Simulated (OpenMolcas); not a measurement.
# Predicting a hybrid from its neighbours: CH3ClFIn

CH3ClFIn: 7 atoms, total charge 0, spin state singlet. As SMILES, `[CH3][In]([F])[Cl]`. The coordinates come from a PBE0-D4/def2-TZVP relaxation.

The HOMO–LUMO gap y, in eV, basis def2-SVP with a core potential; a is the functional's share of exact exchange. Programs: OpenMolcas 26.06.

```
functional     program     a  y (eV)
      TPSS  OpenMolcas     0    5.12
    revPBE  OpenMolcas     0    4.92
     B3LYP  OpenMolcas   0.2    6.55
      PBE0  OpenMolcas  0.25       ?
     BHLYP  OpenMolcas   0.5    9.21
```

Task: Fit y = c + s·a to the known rows and predict PBE0.

Result: 
1. Means of the 4 rows: a = 0.1750, y = 6.450.
2. Σ(Δa)² = 0.1675, Σ(Δa·Δy) = 1.4, so the slope is 1.4/0.1675 = 8.3582.
3. Intercept: 6.450 − (8.3582) × 0.1750 = 4.987. The largest residual of the fit is 0.13.
4. PBE0: 4.987 + (8.3582) × 0.25 = 7.08 eV.

The run gave 7.17 eV, so the prediction is off by -0.09 eV, within the largest residual. Exact exchange lowers occupied levels and raises empty ones. The rows mix families of semi-local functionals, which the line can't see.
